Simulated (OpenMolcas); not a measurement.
**Ions of charge +2 along the 3d row with 6 fluoride ligands in octahedral coordination**

* Program: OpenMolcas 26.06
* Method: CASSCF
* Spin-orbit coupling: RASSI with atomic mean-field integrals over the reference wave functions

The d shell is active. Anionic complexes are neutralised by point charges behind the ligands. Distances were set from a Shannon-type radius of the metal (high-spin where two are listed) plus a fixed donor radius (F 1.31 Å). Ligand basis ANO-RCC-VDZP, DKH2 Hamiltonian. States (labels of O, the rotations of Oh). Energies in cm-1 above the lowest state or level, χT in cm3 K/mol; under a threefold ground state the first gap can be a small split of the lowest multiplet, not the spin-orbit step; 10Dq and B are least-squares fits to the states below 45000 cm-1, weighted by degeneracy, with a free offset, and given where the rms deviation is under 5 % of |10Dq| (or 100 cm-1) and under 700 cm-1. Spin-only χT is S(S+1) / 2 for the spin of the ground state.

```json
{"Ion": "Ti2+", "Shell": "3d2", "R (Å)": "2.17", "Metal basis": "ANO-RCC-VDZP", "Outer charge (e at Å behind ligand)": "0.67 at 3.2", "Ground state": "3T1", "First state of that spin": "3T2 8647", "10Dq": "10141", "B (rms of fit)": "861 (145)", "First gap with spin-orbit (degeneracies)": "3.3 (2, 3)", "χT at 300 K": "1.101", "First state of another spin": "1T2 11941", "Spin-only χT": "1.000"}
{"Ion": "V2+", "Shell": "3d3", "R (Å)": "2.1", "Metal basis": "ANO-RCC-VTZP", "Outer charge (e at Å behind ligand)": "0.67 at 3.2", "Ground state": "4A2", "First state of that spin": "4T2 9467", "10Dq": "9860", "B (rms of fit)": "931 (142)", "First gap with spin-orbit (degeneracies)": "9399 (4, 2)", "χT at 300 K": "1.850", "First state of another spin": "2E 16740", "Spin-only χT": "1.875"}
{"Ion": "Cr2+", "Shell": "3d4", "R (Å)": "2.11", "Metal basis": "ANO-RCC-VDZP", "Outer charge (e at Å behind ligand)": "0.67 at 2.6", "Ground state": "5E", "First state of that spin": "5T2 7524", "10Dq": "7885", "B (rms of fit)": "1012 (129)", "First gap with spin-orbit (degeneracies)": "5.8 (1, 3)", "χT at 300 K": "2.949", "First state of another spin": "3T1 14264", "Spin-only χT": "3.000"}
{"Ion": "Mn2+", "Shell": "3d5", "R (Å)": "2.14", "Metal basis": "ANO-RCC-VTZP", "Outer charge (e at Å behind ligand)": "0.67 at 2.4", "Ground state": "6A1", "First state of that spin": "", "10Dq": "6049", "B (rms of fit)": "1103 (98)", "First gap with spin-orbit (degeneracies)": "28064 (6, 2)", "χT at 300 K": "4.386", "First state of another spin": "4T1 28107", "Spin-only χT": "4.375"}
{"Ion": "Fe2+", "Shell": "3d6", "R (Å)": "2.09", "Metal basis": "ANO-RCC-VDZP", "Outer charge (e at Å behind ligand)": "0.67 at 2.8", "Ground state": "5T2", "First state of that spin": "5E 6592", "10Dq": "", "B (rms of fit)": "", "First gap with spin-orbit (degeneracies)": "192.0 (3, 2)", "χT at 300 K": "4.124", "First state of another spin": "3T1 18205", "Spin-only χT": "3.000"}
{"Ion": "Co2+", "Shell": "3d7", "R (Å)": "2.06", "Metal basis": "ANO-RCC-VDZP", "Outer charge (e at Å behind ligand)": "0.67 at 2.8", "Ground state": "4T1", "First state of that spin": "4T2 5053", "10Dq": "5749", "B (rms of fit)": "1221 (91)", "First gap with spin-orbit (degeneracies)": "356.6 (2, 4)", "χT at 300 K": "3.683", "First state of another spin": "2E 16262", "Spin-only χT": "1.875"}
{"Ion": "Ni2+", "Shell": "3d8", "R (Å)": "2", "Metal basis": "ANO-RCC-VDZP", "Outer charge (e at Å behind ligand)": "0.67 at 2.4", "Ground state": "3A2", "First state of that spin": "3T2 6061", "10Dq": "5940", "B (rms of fit)": "1276 (63)", "First gap with spin-orbit (degeneracies)": "5786 (3, 2)", "χT at 300 K": "1.508", "First state of another spin": "1E 18494", "Spin-only χT": "1.000"}
{"Ion": "Cu2+", "Shell": "3d9", "R (Å)": "2.04", "Metal basis": "ANO-RCC-VDZP", "Outer charge (e at Å behind ligand)": "0.67 at 2.6", "Ground state": "2E", "First state of that spin": "2T2 4649", "10Dq": "4649", "B (rms of fit)": "", "First gap with spin-orbit (degeneracies)": "4023 (4, 2)", "χT at 300 K": "0.683", "First state of another spin": "", "Spin-only χT": "0.375"}
```

The rows also differ in their metal basis and outer charges, so part of each step comes from that.

Among the 7 ions with a close fit, |10Dq| is smallest for Cu2+ (4649 cm-1) and largest for Ti2+ (10141 cm-1). The error differs from ion to ion, so this order need not be the real one.

B goes from 861 cm-1 (Ti2+) to 1276 cm-1 (Ni2+).

Every ion keeps the highest spin of its shell. χT departs most from the spin-only value for Co2+, by +1.808 cm3 K/mol.

Ligand-to-metal charge-transfer states are missing. An orbital triplet at a regular site is open to Jahn-Teller coupling, which can distort the site and quench the lowest spin-orbit gaps and is left out (holds for Ti2+; Fe2+; Co2+). Without dynamic correlation the repulsion within the d shell is too large (B by tens of per cent), so at a given field states of lower spin stand too high (holds for Ti2+; V2+; Cr2+; Mn2+; Fe2+; Co2+; Ni2+). With no ligand orbital active B as a rule stays too high, so bands that hang on it stand too high and its fall with covalency is understated (holds for Ti2+; V2+; Cr2+; Mn2+; Fe2+; Co2+; Ni2+). With metal d orbitals alone and no dynamic correlation the field as a rule comes out too small, by tens of per cent, by up to half for chloride and softer ligands (holds for Ti2+; V2+; Cr2+; Mn2+). An orbital doublet at a regular site is open to a Jahn-Teller distortion, which this geometry leaves out (holds for Cr2+; Cu2+). With metal d orbitals alone and no dynamic correlation the field as a rule comes out too small, by tens of per cent, by up to half for chloride and softer ligands, and with too little covalency χT stands high (holds for Fe2+; Co2+). With metal d orbitals alone and no dynamic correlation the field as a rule comes out too small, by tens of per cent, by up to half for chloride and softer ligands, and the orbital part of g and χT, which goes as 1/10Dq, too large (holds for Ni2+; Cu2+). No measured value stands beside these numbers; the geometry is a model, was not optimised and need not be the one that this ion takes.
